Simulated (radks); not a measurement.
Results of a calculation; reference values are marked as such.
Pt II, 77 electrons, occupied as [Xe] 4f14 5d8 6p1 (not the ground configuration).

Level of theory: Dirac Kohn-Sham, LDA (Slater exchange, Perdew-Wang correlation), spin-unpolarised, spherical densities, point nucleus; open shells are shared between the two j in proportion to 2j + 1 (a radial shooting solver on a logarithmic mesh with Libxc functionals).

Energy parts (Ry):
part                       energy
total                 -36871.5212
kinetic                42190.6732
electron-nucleus      -92671.4577
Hartree                14301.9114
exchange-correlation    -692.6481

Orbitals (lengths in bohr, moments of r in powers of bohr; r(max) is where P^2 peaks):
orbital      occ.  eigenvalue (Ry)   r(max)  small-component weight
1s1/2           2        -5752.325  0.01062                8.75e-02
2s1/2           2        -1010.642  0.06146                2.00e-02
2p1/2           2        -968.8708  0.04533                2.01e-02
2p3/2           4        -841.9115  0.05260                1.79e-02
3s1/2           2        -238.0795   0.1730                6.65e-03
3p1/2           2        -219.3110   0.1615                6.60e-03
3p3/2           4        -191.4086   0.1763                5.97e-03
3d3/2           4        -160.0868   0.1374                5.86e-03
3d5/2           6        -154.0689   0.1414                5.69e-03
4s1/2           2        -51.86454   0.3904                2.25e-03
4p1/2           2        -43.90780   0.3888                2.15e-03
4p3/2           4        -37.24421   0.4196                1.91e-03
4d3/2           4        -24.19692   0.4130                1.71e-03
4d5/2           6        -22.95786   0.4226                1.65e-03
5s1/2           2         -8.44888   0.8688                5.57e-04
4f5/2           6         -6.27079   0.3820                1.27e-03
4f7/2           8         -6.01658   0.3867                1.24e-03
5p1/2           2         -5.89636   0.9198                4.74e-04
5p3/2           4         -4.77864    1.001                4.01e-04
5d3/2         3.2         -1.41210    1.226                2.17e-04
5d5/2         4.8         -1.30274    1.265                2.01e-04
6p1/2    0.333333         -0.68512    2.708                4.79e-05
6p3/2    0.666667         -0.59711    3.006                3.95e-05

The highest occupied level is 6p3/2 at -8.124 eV. The density falls to 0.001 e/bohr^3 at r = 4.34 bohr.
